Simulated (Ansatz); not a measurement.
Job for Ansatz (an electronic-structure program): R-PBE/def2-TZVPPD on C2H7F (a complex), monomers drawn apart or pushed together. Files ending in .json are basis or fitting sets from the Basis Set Exchange.

Ansatz 0.2 input:
```yaml
crystal:
  periodic: [false, false, false]
  atoms:
    - {symbol: C, position_ang: [0.00921336, -0.06723437, 0.19097256]}
    - {symbol: H, position_ang: [-0.35869810, 0.61287556, 0.95730673]}
    - {symbol: H, position_ang: [-0.43650266, -1.05181114, 0.33060710]}
    - {symbol: H, position_ang: [-0.25914949, 0.31170942, -0.79431912]}
    - {symbol: H, position_ang: [1.09373677, -0.14630387, 0.26221970]}
    - {symbol: C, position_ang: [0.04268541, 0.14016391, 5.00759325]}
    - {symbol: F, position_ang: [-0.59921484, 1.27517279, 4.52390688]}
    - {symbol: H, position_ang: [0.89187925, 0.45139702, 5.61721576]}
    - {symbol: H, position_ang: [-0.66421659, -0.43180733, 5.60991787]}
    - {symbol: H, position_ang: [0.38460245, -0.45549390, 4.16083712]}
basis:
  gaussian:
    orbitals: def2-TZVPPD.json
hamiltonian:
  xc: {name: PBE}
scf: {lower_state_search: off}
```

The head of its log:

```
WARN ansatz: RAYON_NUM_THREADS=1 ignored (pool sized by the plan → 1); use --threads N
Functional definition: PBE
these checks for a lower state are left out or cut short: stability, starts, cluster_reference, orbital_swaps, neighbouring_geometries, increment
integrals: 0.09 GiB planned
958 factors; their error is unknown
mean field: 0.85 GiB planned
mean field evaluation 1: about -4889.8819 eV, gradient 7.1e1 eV
mean field evaluation 2: about -4878.6563 eV, gradient 9.1e1 eV
```

Task: Give the final energy of this run.

Result: -180.1144 hartree.
